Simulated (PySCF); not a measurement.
**Cs²³⁺: ionisation energy**

Cs²³⁺ [Ar] 3d10 4s2 4p2 [4p1/2^2, M_J = 0] → Cs²⁴⁺ [Ar] 3d10 4s2 4p1 [4p1/2^1, M_J = 1/2], as a difference of total energies. Calculation: PySCF 2.14, in an even-tempered Gaussian basis (17 s from 1.7 bohr⁻², ratio 2.8; 13 p from 2.2 bohr⁻², ratio 2.8; 8 d from 3.8 bohr⁻², ratio 2.8; 4 f from 11 bohr⁻², ratio 3); the two-component X2C-1e Hamiltonian. Correlated levels: [Ne] frozen; the 74 highest virtual spinors dropped. "Screened" scales the spin-orbit matrix elements by Boettger's factors to mimic the two-electron term; Breit and QED terms are absent.

| method | ionisation energy (eV) |
| --- | --- |
| GHF (spin-free) | 740.75 |
| GMP2 (spin-free) | 741.86 |
| GHF (screened spin-orbit) | 750.04 |
| GMP2 (screened spin-orbit) | 751.67 |

Problem. How much does correlation contribute at GMP2 (screened spin-orbit)?

Solution. 751.67 − (750.04) = 1.63 eV, measured against GHF (screened spin-orbit).

Breit and QED terms and the two-electron picture change are absent.

The spin-free rows relax to the high-spin LS determinant and lack the spin-orbit shift.

The labels give the starting determinants; with spin-orbit coupling the two ends relaxed to ⟨J²⟩ = 0.00, ⟨L²⟩ = 1.35, ⟨S²⟩ = 1.35 and ⟨J²⟩ = 0.75, ⟨L²⟩ = 2.02, ⟨S²⟩ = 0.77.

For comparison: 753 ± 4 eV (theoretical estimate listed by NIST; NIST Atomic Spectra Database, ionization energies).
